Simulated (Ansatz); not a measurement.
These are frozen-core CCSD(T)/def2-TZVPP // PBE0-D3(BJ)/def2-TZVP in Ansatz (a quantum-chemistry and plane-wave program) values and carry that method's errors.

Ansatz 0.2 input:
```yaml
crystal:
  periodic: [false, false, false]
  atoms:
    - { symbol: C, position_ang: [1.819552, 0.410324, 0.798391] }
    - { symbol: C, position_ang: [1.093588, -0.424612, 0.11407] }
    - { symbol: C, position_ang: [0.366504, -1.260048, -0.571152] }
    - { symbol: S, position_ang: [-1.319241, -1.074392, -1.003464] }
    - { symbol: C, position_ang: [-1.690485, 0.509588, -0.256111] }
    - { symbol: H, position_ang: [1.893168, 0.343651, 1.880564] }
    - { symbol: H, position_ang: [2.388898, 1.197976, 0.312159] }
    - { symbol: H, position_ang: [0.796127, -2.186861, -0.940304] }
    - { symbol: H, position_ang: [-1.066025, 1.295191, -0.682914] }
    - { symbol: H, position_ang: [-1.544219, 0.472104, 0.823931] }
    - { symbol: H, position_ang: [-2.737869, 0.717079, -0.475171] }
basis:
  gaussian: { orbitals: def2-TZVPP }
correlation:
  method: ccsd_t
```

Output:

```
Functional definition: HF
1467 factors; integrals over basis functions are off by at most 1.0e-3 eV
mean field evaluation 1: about -15030.7272 eV, gradient 3.2e1 eV
mean field evaluation 2: about -15031.0484 eV, gradient 3.2e1 eV
mean field evaluation 4: about -15034.1197 eV, gradient 4.7e0 eV
mean field evaluation 8: about -15034.1997 eV, gradient 3.3e-1 eV
mean field evaluation 16: about -15030.7273 eV, gradient 3.2e1 eV
mean field -15034.20035220 eV, -552.4966723965 hartree, gradient 3.5e-6 eV, S^2 0.000000; 0 other end points of the search recorded, 0 dependent functions left out
9 core orbitals not correlated
reference -15034.20035220 eV, -552.4966723965 hartree; 14, 14 occupied and 227, 227 virtual orbitals, 1467 factors
second order -22.42079924 eV of doubles, -0.00000000 eV of singles
cycle   1  -22.91618986 eV  change   -5.0e-1 eV  update   1.1e-1
cycle   2  -23.52268304 eV  change   -6.1e-1 eV  update   3.5e-2
cycle   3  -23.66067329 eV  change   -1.4e-1 eV  update   1.7e-2
cycle   4  -23.65554369 eV  change    5.1e-3 eV  update   4.7e-3
cycle   5  -23.65635014 eV  change   -8.1e-4 eV  update   2.1e-3
cycle   6  -23.65691122 eV  change   -5.6e-4 eV  update   5.8e-4
cycle   7  -23.65676704 eV  change    1.4e-4 eV  update   2.7e-4
cycle   8  -23.65678440 eV  change   -1.7e-5 eV  update   9.6e-5
cycle   9  -23.65680413 eV  change   -2.0e-5 eV  update   3.7e-5
cycle  10  -23.65678340 eV  change    2.1e-5 eV  update   1.5e-5
perturbative correction -1.16334010 eV, -0.0427519600 hartree
Total energy: -15059.02047570 eV, -553.4087951115 hartree
```

Cost: around 7 core-minutes (rough).
